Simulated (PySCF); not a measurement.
Predicted microwave data (PBE0/pcSseg-1 in PySCF (dipole) on a GFN2-xTB geometry, gas phase) for one isomer of C3H13NSSi2:

| Item | Value |
| --- | --- |
| Rotational constants | A = 2843, B = 663.0, C = 656.2 MHz |
| Dipole components | \|μa\| = 0.04 D, \|μb\| = 0.41 D, \|μc\| = 1.23 D |
| Inertial defect | -169.83 u·Å² |
| κ | -0.99 |

**Question.** Which candidate fits, each taken in the one conformer that was computed?
A. `[CH3:1][NH:2][SiH2:3][S:4][C@H:5]([CH3:6])[SiH3:7]` with C1–N2–Si3–S4 -178°, N2–Si3–S4–C5 -177°, Si3–S4–C5–C6 -95°
B. `[CH3:1][NH:2][SiH2:3][S:4][SiH:5]([CH3:6])[CH3:7]` with C1–N2–Si3–S4 -61°, N2–Si3–S4–Si5 -165°, Si3–S4–Si5–C6 71°
C. `[CH3:1][CH2:2][Si@H:3]([CH3:4])[S:5][SiH2:6][NH2:7]` with C1–C2–Si3–C4 -60°, C2–Si3–S5–Si6 176°, Si3–S5–Si6–N7 159°, S5–Si6–N7–H 169° and 25°
D. `[CH3:1][N:2]([CH2:3][CH2:4][SiH3:5])[SiH2:6][SH:7]` with C1–N2–C3–C4 74°, N2–C3–C4–Si5 176°, C1–N2–Si6–S7 166°, N2–Si6–S7–H -59°

**Answer.** B. It is CN[SiH2]S[SiH](C)C, a near-prolate asymmetric top, point group C1. The candidates at the same level (rigid rotor, commonest isotopes):

```json
{"SMILES": "CN[SiH2]S[C@H](C)[SiH3]", "A (MHz)": "3733", "B (MHz)": "582.5", "C (MHz)": "549.6", "μa (D)": "1.13", "μb (D)": "1.04", "μc (D)": "0.52", "Δ (u·Å²)": "-83.32", "point group": "C1", "rotor": "near-prolate asymmetric top"}
{"SMILES": "CC[Si@H](C)S[SiH2]N", "A (MHz)": "3569", "B (MHz)": "637.4", "C (MHz)": "569.9", "μa (D)": "0.25", "μb (D)": "1.16", "μc (D)": "0.43", "Δ (u·Å²)": "-47.80", "point group": "C1", "rotor": "near-prolate asymmetric top"}
{"SMILES": "CN(CC[SiH3])[SiH2]S", "A (MHz)": "1836", "B (MHz)": "762.6", "C (MHz)": "583.3", "μa (D)": "0.59", "μb (D)": "2.24", "μc (D)": "0.44", "Δ (u·Å²)": "-71.57", "point group": "C1", "rotor": "asymmetric top"}
{"SMILES": "CN[SiH2]S[SiH](C)C", "A (MHz)": "2843", "B (MHz)": "663.0", "C (MHz)": "656.2", "μa (D)": "0.04", "μb (D)": "0.41", "μc (D)": "1.23", "Δ (u·Å²)": "-169.83", "point group": "C1", "rotor": "near-prolate asymmetric top"}
```

`CN(CC[SiH3])[SiH2]S` has A 35 % too low; `CN[SiH2]S[C@H](C)[SiH3]` has A 31 % too high; `CC[Si@H](C)S[SiH2]N` has A 26 % too high. No structure here is proved a minimum.
